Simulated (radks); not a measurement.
Results of a calculation; reference values are marked as such.
Species: Mo3+. Configuration: [Kr] 4d3.

Level of theory: scalar-relativistic Kohn-Sham, B86b exchange with PBE correlation, spin-unpolarised, spherical densities, finite nucleus; Fermi nuclear charge, rms radius 4.4091 fm (a radial shooting solver on a logarithmic mesh with Libxc functionals).

Energy parts (Ry):
| part | energy |
|---|---|
| total | -8094.63558 |
| kinetic | 8346.29400 |
| electron-nucleus | -19414.18032 |
| Hartree | 3219.42580 |
| exchange-correlation | -246.17506 |

Orbitals (lengths in bohr, moments of r in powers of bohr; <r^-3> diverges for s and p1/2; r(max) is where P^2 peaks):
| orbital | occ. | eigenvalue (Ry) | <r^-3> | <r> | r(max) | <1/r> |
|---|---|---|---|---|---|---|
| 1s | 2 | -1459.512 | - | 0.03517 | 0.02287 | 43.55 |
| 2s | 2 | -208.2172 | - | 0.1537 | 0.1296 | 9.805 |
| 2p | 6 | -186.3973 | 2552 | 0.1339 | 0.1036 | 9.533 |
| 3s | 2 | -37.44264 | - | 0.4288 | 0.3836 | 3.366 |
| 3p | 6 | -30.29080 | 424.7 | 0.4305 | 0.3771 | 3.202 |
| 3d | 10 | -18.65723 | 56.40 | 0.4151 | 0.3226 | 2.969 |
| 4s | 2 | -7.08041 | - | 1.097 | 0.9863 | 1.241 |
| 4p | 6 | -5.14847 | 62.66 | 1.211 | 1.065 | 1.107 |
| 4d | 3 | -2.42011 | 4.980 | 1.608 | 1.309 | 0.8176 |
| 5s | 0 | -1.96108 | - | 2.699 | 2.469 | 0.4819 |
| 5p | 0 | -1.51625 | 9.752 | 3.128 | 2.859 | 0.4140 |

The highest occupied level is 4d at -32.927 eV. The density falls to 0.001 e/bohr^3 at r = 3.29 bohr. For comparison, the ionisation energy in NIST's Atomic Spectra Database is 40.3 eV (semi-empirical). In exact Kohn-Sham theory the highest level is minus the ionisation energy, but local and semilocal functionals leave it too shallow, through self-interaction and a potential that decays too fast; potentials with the right tail come closer.

Beside tabulated values, note that spin-unpolarised runs miss the spin-polarisation part of the exchange energy of open shells.
